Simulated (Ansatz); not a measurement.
A structure relaxed at PBE-D4/def2-TZVP in Ansatz, charge 1, doublet:

```xyz
3

Cd   -0.9514    0.3686   -0.6075
F     0.9431    0.7747    0.1535
F     0.0083   -1.1432    0.4540
```

(1) Give its formula and point group.

(2) Summarise the bond lengths by kind (pairs closer than 1.2 times the sum of covalent radii, bridged metal pairs left out).

## Answers

(1) CdF₂⁺. Point group C2v (tolerance 0.1 Å).

(2) 2 × Cd–F 2.08 Å. The metal has 2 neighbours: F 2.08 Å, F 2.08 Å.

In the def2 sets Cd takes a core potential; there is no spin–orbit coupling. Another isomer (doublet) lies 0.20 eV lower at PBE0-D4/def2-TZVP; other spin states weren't run for this one.
